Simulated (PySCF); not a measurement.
Two-dimensional NMR puzzle

Compound of formula C11H12. Correlations simulated from computed shifts and the bond graph:

HSQC (one-bond C–H):
| δH | δC |
| --- | --- |
| 2.47 | 37.1 |
| 2.39 | 51.8 |
| 2.09 | 28.2 |
| 2.04 | 4.8 |
| 1.59 | 75.4 |
| 1.53 | 28.2 |
| 0.71 | 37.1 |

COSY cross peaks (H two or three bonds apart, from the bond graph; peaks can be absent where the dihedral angle is near 90°):
| δH | δH |
| --- | --- |
| 2.47 | 2.39 |
| 2.47 | 0.71 |
| 2.39 | 2.09 |
| 2.39 | 1.53 |
| 2.39 | 0.71 |
| 2.09 | 1.53 |

HMBC (two and three bonds, from the bond graph):
| δH | δC |
| --- | --- |
| 2.47 | 51.8, 39.0, 28.2 |
| 2.39 | 91.0, 84.8, 51.8, 39.0, 37.1, 28.2 |
| 2.09 | 51.8, 39.0, 37.1, 28.2 |
| 2.04 | 87.2, 84.8 |
| 1.59 | 91.0, 39.0 |
| 1.53 | 51.8, 39.0, 37.1, 28.2 |
| 0.71 | 51.8, 39.0, 28.2 |

Carbons without hydrogens: δ 91.0, 87.2, 84.8, 39.0.

One conformer, in vacuum, non-relativistic Hamiltonian, averaged over atoms made equivalent by symmetry, fast rotation or ring inversion. Coordinates at the GFN2-xTB level; σ from GIAO-PBE0/pcSseg-1; PySCF 2.14.

Scale: 1H, 13C against TMS (reference shieldings calculated alike).

Exchangeable hydrogens are left out of these lists.

Q: Assemble the structure.

A: SMILES C(#C)[C@@]1(C#CC)[C@@H]2CC[C@H]1C2.

Mapped SMILES: `[CH:1]#[C:2][C@@:3]1([C:4]#[C:5][CH3:6])[C@@H:7]2[CH2:8][CH2:9][C@H:10]1[CH2:11]2`. Each H is labelled by its parent atom. Ha(C8), Ha(C9) are cis to C11 on the ring; Ha(C11) is cis to C8 on the ring; Hb(C8), Hb(C9) are trans to C11 on the ring; Hb(C11) is trans to C8 on the ring.

δC 91.0 is C2, an alkyne carbon. δC 87.2 is C5, an alkyne carbon. δC 84.8 is C4, an alkyne carbon. δC 75.4 is C1, a terminal alkyne carbon (δH 1.59). δC 51.8 is C7/C10, an sp3 CH in a ring (δH 2.39). δC 39.0 is C3, a propargylic quaternary sp3 carbon. δC 37.1 is C11, an sp3 CH2 in a ring (δH 0.71, 2.47). δC 28.2 is C8/C9, an sp3 CH2 in a ring (δH 2.09, 1.53). δC 4.8 is C6, a propargylic methyl carbon (δH 2.04). HMBC from δH 2.47 reaches the proton-free carbon C3. HMBC from δH 2.39 reaches the proton-free carbons C2, C4, C3. HMBC from δH 2.09 reaches the proton-free carbon C3. HMBC from δH 2.04 reaches the proton-free carbons C5, C4. COSY links 2.47–2.39, 2.47–0.71, 2.39–2.09, 2.39–1.53, 2.39–0.71, 2.09–1.53.

The data come from this structure; uniqueness wasn't tested.

Shifts are as computed. Against solution values, carbons near 30 ppm lie about +3 ppm off and those near 130 ppm about +5 ppm. Of 1211 compounds with measured shifts, 218 miss one by over three times the rms of a fit or turn the order of signals round; such compounds aren't used in these exercises.
